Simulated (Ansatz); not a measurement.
Program: Ansatz 0.2.0.

Basis-set series for C₂H₄O₂Se (`O=C[Se]CO`). The species carries charge 0 and has multiplicity 1. The structure was optimised at the PBE0-D4/def2-TZVP level. It is a higher conformer; a search finds a lower one.

| atom | x (Å) | y (Å) | z (Å) |
| --- | --- | --- | --- |
| O1 | 0.062 | 1.868 | 0.957 |
| C2 | -0.142 | 1.845 | -0.218 |
| Se3 | 0.004 | 0.292 | -1.341 |
| C4 | 0.401 | -0.983 | 0.109 |
| O5 | -0.719 | -1.542 | 0.701 |
| H6 | -0.430 | 2.737 | -0.804 |
| H7 | 1.077 | -1.720 | -0.334 |
| H8 | 0.920 | -0.396 | 0.865 |
| H9 | -1.172 | -2.102 | 0.065 |

| functional | basis | functions | energy (Eh) | HOMO (eV) | LUMO (eV) |
| --- | --- | --- | --- | --- | --- |
| PBE0-D4 | def2-TZVPP | 228 | -2630.16748 | -7.30 | -1.01 |
| PBE0-D4 | def2-QZVPP | 437 | -2630.23066 | -7.33 | -1.08 |
| ωB97M-V | def2-TZVPP | 228 | -2630.48445 | -9.42 | 1.21 |
| ωB97M-V | def2-QZVPP | 437 | -2630.54575 | -9.46 | 1.07 |

Question: Give the rows for def2-SVP. (Estimate.)

Answer: The calculation gave: 
| functional | basis | functions | energy (Eh) | HOMO (eV) | LUMO (eV) |
| --- | --- | --- | --- | --- | --- |
| PBE0-D4 | def2-SVP | 108 | -2629.60142 | -7.16 | -0.78 |
| ωB97M-V | def2-SVP | 108 | -2629.91112 | -9.26 | 1.55 |

Positive LUMOs are unbound and depend on the basis. Scalar relativity is left out up to krypton.
